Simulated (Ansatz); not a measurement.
Energy difference R1 → 2 P1, each structure at its B3LYP-D3(BJ)/def2-TZVP stationary point, reached from a drawn start (curvature not checked).
P1: O atom, charge 0, multiplicity 3.
R1: O2 (SMILES O=O), charge 0, multiplicity 3.

P less R. No zero-point or thermal terms; open shells are unrestricted; no spin–orbit coupling.

Cores are frozen in the correlated methods.

Codes used: Ansatz (a program for electronic structure). No computed number here is a measurement.

Q: Predict the reaction energy from CCSD/cc-pVQZ.

A: 457 kJ/mol

Q: Estimate the reaction energy that B2PLYP/def2-TZVPP returns for this input.

A: 512 kJ/mol

Q: What is the computed reaction energy (HF/cc-pVQZ)?

A: 140 kJ/mol
